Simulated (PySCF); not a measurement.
Isomers of C2H10GeSi, mass 135.976 u with the commonest isotopes. Level of theory: PBE0-D3(BJ)/def2-SVP geometry optimisation, gas phase in PySCF 2.14.0. One conformer each, none proved a minimum here; rigid rotors.

**Question.** Order these by rotational constant C, smallest first.
A. `[CH3:1][CH2:2][GeH2:3][SiH3:4]` with C1–C2–Ge3–Si4 -57°
B. `C[C@@H]([SiH3])[GeH3]`
C. `[CH3:1][CH2:2][SiH2:3][GeH3:4]` with C1–C2–Si3–Ge4 -63°
D. GeHMe2(SiH3) (`[H][Ge]([CH3])([CH3])[SiH3]`)

**Answer.** C (1298 MHz), B (1482 MHz), A (1604 MHz), D (1838 MHz).

**Question.** Order these by rotational constant B, largest first.
A. `[CH3:1][CH2:2][GeH2:3][SiH3:4]` with C1–C2–Ge3–Si4 -57°
B. GeHMe2(SiH3), `[CH3][GeH]([CH3])[SiH3]`
C. `C[C@@H]([SiH3])[GeH3]`
D. `[CH3:1][CH2:2][SiH2:3][GeH3:4]` with C1–C2–Si3–Ge4 -63°

**Answer.** B (2397 MHz), A (2217 MHz), C (1897 MHz), D (1512 MHz).

**Question.** Order these by radius of gyration √(Σ m r²/M), smallest first.
A. `[H][Ge]([CH3])([CH3])[SiH3]` (GeHMe2(SiH3))
B. `[CH3:1][CH2:2][GeH2:3][SiH3:4]` with C1–C2–Ge3–Si4 -57°
C. `C[C@@H]([SiH3])[GeH3]`
D. `[CH3:1][CH2:2][SiH2:3][GeH3:4]` with C1–C2–Si3–Ge4 -63°

**Answer.** A (1.482 Å), B (1.559 Å), C (1.613 Å), D (1.725 Å).

| SMILES | point group | Ia (u·Å²) | Ib (u·Å²) | Ic (u·Å²) | κ | μa (D) | μb (D) | μc (D) |
| --- | --- | --- | --- | --- | --- | --- | --- | --- |
| [H][Ge]([CH3])([CH3])[SiH3] | near Cs | 111.49 | 210.80 | 274.97 | -0.58 | 0.96 | 0.00 | 0.41 |
| C[CH2][GeH2][SiH3] | C1 | 117.59 | 228.00 | 315.10 | -0.55 | 0.92 | 0.19 | 0.20 |
| CC[SiH2][GeH3] | C1 | 85.79 | 334.32 | 389.44 | -0.91 | 0.99 | 0.24 | 0.25 |
| C[C@@H]([SiH3])[GeH3] | C1 | 100.09 | 266.37 | 341.12 | -0.77 | 0.01 | 0.77 | 0.41 |
